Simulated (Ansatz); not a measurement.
Basis sets compared for the cluster Sn4H2. Total charge 0; singlet. Geometry PBE0-D4/def2-SVP. Ansatz on 4 threads of Arm Neoverse V1 on a shared host; times are rough, and most runs start from earlier orbitals.

Cartesian coordinates in Å:
```
Sn 0.851 2.557 0.613
Sn -1.232 0.596 0.833
Sn 1.592 -0.165 0.081
Sn -0.467 -2.203 0.481
H -0.893 -2.089 -1.241
H 0.148 1.305 -0.767
```

In the def2 sets Sn takes a core potential; there is no spin–orbit coupling. The structure comes from a short search, and lower isomers may exist.

Binding counts from free atoms (Sn triplet, H doublet) in the same basis, without a counterpoise term.

| level | functions | energy (Eh) | HOMO (eV) | LUMO (eV) | binding per atom (eV) | wall time |
| --- | --- | --- | --- | --- | --- | --- |
| PBE-D4/def2-SVP | 114 | -858.4708 | -4.92 | -3.18 | 2.26 | 1.4 s |
| PBE0-D4/def2-SVP | 114 | -858.4930 | -5.67 | -2.56 | 2.16 | 2.5 s |

Estimate the rows for PBE-D4/def2-TZVP (with forces), PBE0-D4/def2-TZVP.


```
                         level  functions  energy (Eh)  HOMO (eV)  LUMO (eV)  binding per atom (eV)  wall time
PBE-D4/def2-TZVP (with forces)        212    -858.4983      -4.93      -3.20                   2.28      3.2 s
             PBE0-D4/def2-TZVP        212    -858.5181      -5.66      -2.56                   2.18      6.5 s
```
